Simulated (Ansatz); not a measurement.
The same path of a periodic cell of 17 atoms, Rb16H (host Rb, host structure bcc, interstitial H) was run twice with different band settings. Lost on the way: Rb4–H17. Made: Rb2–H17.

The calculation used Ansatz, DFT PBEsol, scalar-relativistic, plane waves, PAW. Settings: cutoff 420 eV, k mesh 2x2x2, fermi-dirac smearing 0.15 eV, no spin polarisation.

Relaxed end points:

```xyz
17
Lattice="11.1800 0.0000 0.0000 0.0000 11.1800 0.0000 0.0000 0.0000 11.1800" Properties=species:S:1:pos:R:3
Rb 0.044 0.002 0.409
Rb 5.361 0.004 -0.177
Rb -0.147 5.593 0.176
Rb 0.044 0.002 5.179
Rb 3.031 2.981 2.793
Rb 5.820 5.593 -0.100
Rb 5.362 0.004 5.762
Rb 8.354 2.392 2.794
Rb -0.147 5.593 5.410
Rb 3.030 8.208 2.793
Rb 2.582 2.907 8.383
Rb 5.820 5.593 5.686
Rb 8.350 8.789 2.794
Rb 8.537 2.618 8.384
Rb 2.582 8.280 8.383
Rb 8.537 8.569 8.384
H 9.782 0.003 2.793
```

```xyz
17
Lattice="11.1800 0.0000 0.0000 0.0000 11.1800 0.0000 0.0000 0.0000 11.1800" Properties=species:S:1:pos:R:3
Rb -0.407 -0.001 -0.034
Rb 5.997 -0.001 -0.034
Rb -0.177 5.590 0.146
Rb 0.168 -0.001 5.813
Rb 2.795 2.618 2.649
Rb 5.766 5.590 0.146
Rb 5.420 -0.001 5.814
Rb 8.384 2.388 2.829
Rb 0.090 5.589 5.370
Rb 2.795 8.561 2.649
Rb 2.794 2.886 8.604
Rb 5.499 5.589 5.370
Rb 8.384 8.792 2.828
Rb 8.384 2.963 8.162
Rb 2.794 8.293 8.604
Rb 8.384 8.214 8.161
H 8.385 0.000 1.398
```

Common settings: climbing image yes; force threshold 0.05 eV/Å; end points relaxed.

| run | movable images | spring | optimiser | start path | iteration limit |
| --- | --- | --- | --- | --- | --- |
| 1 | 5 | 5.0 eV/Å² | quadratic models (default) | straight line | 35 |
| 2 | 3 | 0.05 eV/Å² | fire | default | 50 |

Q: What does each run give, and how far can it be trusted?

A: Run 1: converged after 8 iterations, highest image 0.073 eV above the first end. By the program's own check the climbing image is a first-order saddle point (lowest curvatures found: -0.19 and 0.05 eV/Å²).
Run 2: converged after 14 iterations, highest image 0.074 eV above the first end. The order of the stationary point at the top wasn't checked.
Limits of this set-up: coarse k mesh, odd electron count without spin.
